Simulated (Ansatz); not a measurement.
Start from `[F][Al]([Cl])[GeH3]` and change one element to get `[F][In]([Cl])[GeH3]`.

Ansatz, PBE0-D4/def2-TZVP geometries, multiplicity 1. 

Elements past krypton have def2 core potentials. Scalar relativity is left out up to krypton.

```csv
property,`[F][Al]([Cl])[GeH3]`
LUMO energy (PBE/def2-TZVPP) / eV,-2.30
HOMO energy (PBE0/def2-TZVPP) / eV,-8.44
LUMO energy (B3LYP/def2-TZVPP) / eV,-1.76
HOMO–LUMO gap (PBE/def2-TZVPP) / eV,5.00
HOMO energy (ωB97M-V/def2-TZVPP) / eV,-10.44
LUMO energy (ωB97M-V/def2-TZVPP) / eV,0.13
```

(1) Give the same properties after the change, and the shifts. (Best estimate.)

## Answers

(1) The calculation gave: 
```csv
property,`[F][In]([Cl])[GeH3]`,shift
LUMO energy (PBE/def2-TZVPP) / eV,-2.71,-0.41
HOMO energy (PBE0/def2-TZVPP) / eV,-8.48,-0.04
LUMO energy (B3LYP/def2-TZVPP) / eV,-2.21,-0.45
HOMO–LUMO gap (PBE/def2-TZVPP) / eV,4.54,-0.46
HOMO energy (ωB97M-V/def2-TZVPP) / eV,-10.52,-0.08
LUMO energy (ωB97M-V/def2-TZVPP) / eV,-0.36,-0.49
```

B3LYP here is the variant with VWN-RPA as its local correlation; programs differ in this.
